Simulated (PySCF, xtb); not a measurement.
HO₃S, SMILES O=[SH](=O)[O-], charge -1.

xtb with GFN2-xTB at its own geometry gives an orbital gap of 8.61 eV.

Coordinates come from a B3LYP-D3(BJ)/def2-SVPD optimisation.

Q: What does PySCF with HF/def2-TZVPD give? (An estimate is asked for; the answer gives what the named calculation found.)

A: gap 11.20 eV (levels -6.51 and 4.69 eV).
